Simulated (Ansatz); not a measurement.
`FB([SiH3])[SiH3]`, charge 0, multiplicity 1.

Task: Give a relaxed structure at PBE0-D4/def2-TZVP (Ansatz 0.2.0). (An estimate is asked.)

Result: Ansatz gave: 
Z-matrix (Å, degrees):
```
Si
B 1 2.045
H 1 1.490 2 108.7
H 1 1.488 2 113.7 3 121.7
H 1 1.490 2 108.7 3 -116.6
Si 2 2.045 1 122.1 3 58.9
F 2 1.326 1 119.0 3 -121.2
H 6 1.490 2 108.8 1 -57.3
H 6 1.488 2 113.7 1 -179.1
H 6 1.490 2 108.6 1 59.3
```
Point group C2v.
This is one stationary point; other conformers may exist.
